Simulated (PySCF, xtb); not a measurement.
F2GeH3In, SMILES [F][In]([F])[GeH3].

GFN2-xTB (xtb) at its own geometry gives an orbital gap of 3.38 eV and a dipole moment of 7.32 D.

Geometry: PBE0-D3(BJ)/def2-SVP. The structure was generated by enumeration; whether it is a known compound was not checked. The def2 effective core potentials stand for the cores of In; spin–orbit coupling is left out.

### Question
What does B3LYP/def2-TZVP (PySCF) give? (Estimate from the structure and the level; the computed values follow.)

### Answer
gap 6.31 eV (levels -8.63 and -2.32 eV), dipole 4.92 D.
